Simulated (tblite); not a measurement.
Record of a relaxation.

Species: C5H10BFO2.
SMILES with atom numbers: `[BH3-:1][O+:2]([CH2:3][F:4])[CH2:5]/[CH:6]=[CH:7]/[CH:8]=[O:9]` (hydrogens: H10, H11, H12 on B1; H13, H14 on C3; H15, H16 on C5; H17 on C6; H18 on C7; H19 on C8)
Bond orders are those of one Lewis drawing.

Computed with GFN2-xTB (tblite), gas phase: L-BFGS steps from a force-field or distance-geometry start until the largest atomic force falls under 0.01 eV/Å. 5 of its 90 geometries are shown.

Step 0: E = -810.9341 eV, largest atomic force 4.267 eV/Å
```
atom  x, y, z in Å  |  force x, y, z in eV/Å
B1     -2.336    0.618    0.617   -2.820   1.114   1.017
O2     -1.069   -0.046    0.342    1.233  -2.188   2.370
C3     -1.278   -1.146   -0.423   -3.703  -0.478  -1.767
F4     -0.299   -2.002   -0.710    0.680   0.135   0.244
C5     -0.140    0.865    0.021    0.481   3.991  -1.431
C6      1.274    0.590    0.083    1.266   1.169  -0.553
C7      1.897   -0.468    0.540    1.113  -1.587   0.868
C8      3.368   -0.518    0.511    1.307   2.352  -1.209
O9      4.064    0.409    0.053   -1.491  -1.920   0.960
H10    -3.201   -0.193    0.868    0.319   0.142   0.044
H11    -2.647    1.221   -0.350   -0.230   0.262  -0.490
H12    -2.226    1.384    1.545    0.206  -0.307  -0.156
H13    -1.786   -0.783   -1.385    0.959  -0.447   0.153
H14    -2.166   -1.680    0.064    1.351   0.041  -0.151
H15    -0.361    1.793    0.672    0.316  -1.157  -0.463
H16    -0.344    1.302   -1.004   -0.019  -0.344   0.264
H17     1.960    1.389   -0.298   -0.795  -0.509   0.224
H18     1.404   -1.324    0.982    0.000   0.021  -0.087
H19     3.877   -1.402    0.894   -0.172  -0.290   0.161
```

Step 22: E = -811.9644 eV, largest atomic force 0.076 eV/Å
```
atom  x, y, z in Å  |  force x, y, z in eV/Å
B1     -2.555    0.702    0.721    0.044  -0.044   0.010
O2     -1.057   -0.091    0.421    0.033   0.041  -0.026
C3     -1.314   -1.115   -0.482    0.013   0.027   0.002
F4     -0.196   -1.862   -0.705   -0.025   0.005  -0.020
C5     -0.134    0.904   -0.037    0.062   0.003  -0.040
C6      1.319    0.581    0.040    0.032   0.007   0.005
C7      1.953   -0.471    0.558   -0.019  -0.002   0.034
C8      3.421   -0.529    0.523   -0.019   0.019  -0.005
O9      4.134    0.341    0.093    0.007  -0.004  -0.008
H10    -3.296   -0.173    0.994   -0.013  -0.023   0.039
H11    -2.805    1.249   -0.302   -0.025  -0.013  -0.002
H12    -2.292    1.424    1.615   -0.002  -0.005   0.020
H13    -1.644   -0.736   -1.463   -0.006  -0.024   0.030
H14    -2.063   -1.774   -0.029    0.008   0.035  -0.055
H15    -0.328    1.779    0.596    0.030  -0.052  -0.033
H16    -0.381    1.189   -1.071   -0.031  -0.005   0.010
H17     1.934    1.368   -0.385    0.018  -0.004   0.001
H18     1.448   -1.314    0.999   -0.061   0.014   0.043
H19     3.849   -1.462    0.938   -0.047   0.024  -0.006
```

Step 44: E = -812.0079 eV, largest atomic force 0.076 eV/Å
```
atom  x, y, z in Å  |  force x, y, z in eV/Å
B1     -2.487    0.591    0.857   -0.016   0.002  -0.003
O2     -1.004   -0.065    0.318   -0.016  -0.004   0.029
C3     -1.276   -1.050   -0.618   -0.027   0.026   0.018
F4     -0.163   -1.797   -0.870   -0.006   0.023   0.000
C5     -0.119    0.960   -0.145   -0.047   0.008  -0.009
C6      1.328    0.622   -0.037    0.002  -0.002  -0.010
C7      1.877   -0.367    0.667   -0.025  -0.025  -0.040
C8      3.328   -0.574    0.623    0.009  -0.001  -0.006
O9      4.114    0.185    0.116    0.031   0.006  -0.006
H10    -3.071   -0.342    1.291    0.042   0.019  -0.033
H11    -2.981    1.068   -0.115    0.045  -0.027   0.055
H12    -2.154    1.372    1.680    0.012  -0.022  -0.048
H13    -1.607   -0.637   -1.584    0.003   0.001  -0.012
H14    -2.035   -1.713   -0.192    0.010  -0.034  -0.006
H15    -0.339    1.832    0.480    0.042   0.024   0.016
H16    -0.360    1.228   -1.182   -0.050  -0.001  -0.025
H17     1.985    1.275   -0.598    0.010   0.028   0.007
H18     1.287   -1.064    1.241   -0.006  -0.019   0.023
H19     3.667   -1.516    1.089   -0.012  -0.003   0.047
```

Step 67: E = -812.0164 eV, largest atomic force 0.035 eV/Å
```
atom  x, y, z in Å  |  force x, y, z in eV/Å
B1     -2.448    0.560    0.892    0.009   0.004  -0.006
O2     -0.987   -0.061    0.301   -0.012   0.010  -0.005
C3     -1.273   -1.033   -0.645    0.003  -0.014  -0.001
F4     -0.152   -1.746   -0.951    0.005  -0.002  -0.020
C5     -0.123    0.975   -0.175    0.013   0.010  -0.002
C6      1.324    0.629   -0.086    0.017  -0.017   0.004
C7      1.848   -0.358    0.639    0.012  -0.013   0.018
C8      3.297   -0.586    0.662    0.016   0.020   0.024
O9      4.115    0.105    0.111   -0.017  -0.020  -0.009
H10    -2.990   -0.384    1.351    0.000  -0.006  -0.008
H11    -2.989    1.021   -0.060   -0.011   0.006   0.006
H12    -2.099    1.353    1.694    0.003   0.006   0.006
H13    -1.644   -0.606   -1.590   -0.014  -0.005   0.001
H14    -1.998   -1.726   -0.209   -0.015  -0.010   0.002
H15    -0.322    1.841    0.466   -0.003   0.019   0.011
H16    -0.394    1.252   -1.202   -0.009  -0.007  -0.019
H17     1.991    1.268   -0.651   -0.008   0.021   0.001
H18     1.234   -1.027    1.222    0.003  -0.003   0.005
H19     3.600   -1.469    1.254    0.011   0.000  -0.007
```

Step 89: E = -812.0189 eV, largest atomic force 0.009 eV/Å
```
atom  x, y, z in Å  |  force x, y, z in eV/Å
B1     -2.433    0.554    0.905    0.000  -0.002   0.000
O2     -0.986   -0.064    0.286    0.001   0.002   0.000
C3     -1.289   -1.027   -0.665   -0.001   0.002   0.002
F4     -0.163   -1.700   -1.037   -0.007   0.003  -0.004
C5     -0.119    0.970   -0.192   -0.003   0.001  -0.002
C6      1.328    0.627   -0.080   -0.004  -0.005  -0.007
C7      1.846   -0.358    0.653    0.003   0.001  -0.001
C8      3.296   -0.582    0.686    0.002  -0.003   0.005
O9      4.108    0.062    0.074    0.002   0.009   0.002
H10    -2.971   -0.397    1.357   -0.002  -0.001   0.005
H11    -2.992    1.030   -0.029    0.003   0.008  -0.003
H12    -2.070    1.335    1.714    0.001  -0.006   0.002
H13    -1.719   -0.593   -1.582    0.001  -0.008   0.002
H14    -1.974   -1.748   -0.209    0.004   0.004  -0.002
H15    -0.329    1.846    0.431    0.001   0.000  -0.001
H16    -0.375    1.228   -1.229    0.000   0.002  -0.001
H17     1.999    1.270   -0.635   -0.002  -0.003   0.001
H18     1.228   -1.026    1.234    0.002   0.001   0.000
H19     3.606   -1.419    1.339   -0.001  -0.004   0.001
```

**Question.** Summarise the path.

**Answer.** The energy falls by 104.67 kJ/mol from step 0 to step 89; nine tenths of that is first reached at step 9. It falls at every step. The largest force goes from 4.267 to 0.009 eV/Å. Among the bonds B1–O2 changes most, from 1.457 to 1.692 Å; the atoms move by 0.342 Å rms after alignment.

**Question.** Follow the three bonds and two angles with the largest change from start to end.

**Answer.** 
```
step  E above end (kJ/mol)  largest force (eV/Å)  B1–O2 (Å)  O2–C5 (Å)  C5–H15 (Å)  H13–C3–H14 (°)  O2–C3–F4 (°)
   0                104.67                 4.267      1.457      1.340       1.155            99.2         122.0
   4                 18.45                 0.337      1.646      1.432       1.103           108.7         112.3
   8                 11.23                 0.307      1.708      1.433       1.093           112.8         111.9
  12                  7.06                 0.173      1.717      1.435       1.097           111.6         111.8
  15                  6.24                 0.184      1.738      1.433       1.096           111.0         110.9
  19                  5.57                 0.080      1.726      1.432       1.095           110.8         111.5
  23                  5.14                 0.086      1.720      1.431       1.097           112.0         110.8
  27                  4.32                 0.122      1.692      1.430       1.094           111.5         110.8
  31                  3.13                 0.101      1.707      1.431       1.095           110.6         110.5
  35                  2.44                 0.107      1.705      1.431       1.095           111.4         110.8
  39                  1.82                 0.103      1.707      1.432       1.097           111.7         111.2
  43                  1.14                 0.077      1.713      1.431       1.095           111.4         110.7
  46                  0.89                 0.079      1.699      1.433       1.096           110.8         110.6
  50                  0.71                 0.049      1.696      1.431       1.095           111.3         110.3
  54                  0.58                 0.042      1.689      1.431       1.096           111.2         110.4
  58                  0.40                 0.041      1.694      1.430       1.095           111.2         110.6
  62                  0.31                 0.024      1.693      1.431       1.096           111.3         110.6
  66                  0.26                 0.033      1.694      1.431       1.095           111.3         110.5
  70                  0.18                 0.034      1.694      1.432       1.096           111.2         110.5
  74                  0.11                 0.030      1.693      1.432       1.096           111.1         110.6
  77                  0.09                 0.027      1.694      1.431       1.096           111.2         110.5
  81                  0.05                 0.019      1.693      1.431       1.096           111.3         110.5
  85                  0.01                 0.021      1.692      1.431       1.095           111.2         110.5
  89                  0.00                 0.009      1.692      1.432       1.096           111.2         110.4
```

The cost below is that of the whole relaxation. Hardware: an Intel Xeon with one thread, shared host with 64 logical CPUs at a one-minute load of 64. Cost: 1.0 s of wall time.
